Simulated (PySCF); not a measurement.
Two species compared at the same levels of theory.

First species: C₄H₁₀GeSi.
Bonds: C1–C2 (triple), C2–Ge3, Ge3–C4, C4–Si5, Si5–C6. Hydrogens: H7 on C1; H8, H9 on Ge3; H10, H11 on C4; H12, H13 on Si5; H14, H15, H16 on C6.

Second species: C₃H₁₀O₂SSi.
SMILES: `CO[SiH](OC)SC`

Levels: B3LYP/def2-SVPD for dipole moment, HOMO energy, LUMO energy, HOMO–LUMO gap, static isotropic polarisability and electronic spatial extent ⟨r²⟩ about the centre of nuclear charge; TDDFT B3LYP/def2-SVPD for lowest singlet excitation; PBE0-D3(BJ)/def2-SVP for rotational constant A and rotational constant C. Geometries: PBE0-D3(BJ)/def2-SVP. Each species is one conformer at its optimised geometry, gas phase, non-relativistic unless stated. Electronic properties by PySCF.

Dipoles, sizes and rotational constants follow the conformer. The torsions of the flexible species, by atom-mapped SMILES:
- `[CH:1]#[C:2][GeH2:3][CH2:4][SiH2:5][CH3:6]`: C2–Ge3–C4–Si5 44°, Ge3–C4–Si5–C6 47°
- `[CH3:1][O:2][SiH:3]([O:4][CH3:5])[S:6][CH3:7]`: C1–O2–Si3–O4 -59°, O2–Si3–O4–C5 179°, O2–Si3–S6–C7 74°

Values for the first species:

| Quantity | Value |
| --- | --- |
| Dipole moment | 0.45 D |
| HOMO energy | -7.74 eV |
| LUMO energy | -0.24 eV |
| HOMO–LUMO gap | 7.50 eV |
| Lowest singlet excitation | 6.09 eV |
| Static isotropic polarisability | 103.8 au |
| Electronic spatial extent ⟨r²⟩ about the centre of nuclear charge | 1272 bohr² |
| Rotational constant A | 2.316 GHz |
| Rotational constant C | 0.983 GHz |

Problem. Estimate the same properties for the second species, and the change in each.

Solution. 
| property | first | second | second less first |
| --- | --- | --- | --- |
| dipole moment | 0.45 D | 0.76 D | +0.31 D |
| HOMO energy | -7.74 eV | -6.80 eV | +0.94 eV |
| LUMO energy | -0.24 eV | -0.09 eV | +0.15 eV |
| HOMO–LUMO gap | 7.50 eV | 6.71 eV | -0.79 eV |
| lowest singlet excitation | 6.09 eV | 5.56 eV | -0.53 eV |
| static isotropic polarisability | 103.8 au | 92.3 au | -11.5 au |
| electronic spatial extent ⟨r²⟩ about the centre of nuclear charge | 1272 bohr² | 1298 bohr² | +26 bohr² |
| rotational constant A | 2.316 GHz | 1.871 GHz | -0.445 GHz |
| rotational constant C | 0.983 GHz | 0.983 GHz | 0.000 GHz |

On the first: No computed singlet falls in the visible range (750 to 380 nm, 1.65 to 3.26 eV); S1 lies 2.83 eV above its blue end. The 10 singlets span 6.09 to 7.71 eV, and their oscillator strengths add up to 0.17. Relativistic effects, spin–orbit coupling among them, are left out although an element past zinc is present.

On the second: The polarisability is 13.67 Å³ as a volume (1 au = 0.148185 Å³), or 1.25 au for each of the 74 electrons. The dipole equals about 2.5 × 10⁻³⁰ C·m (1 D = 3.33564 × 10⁻³⁰ C·m).
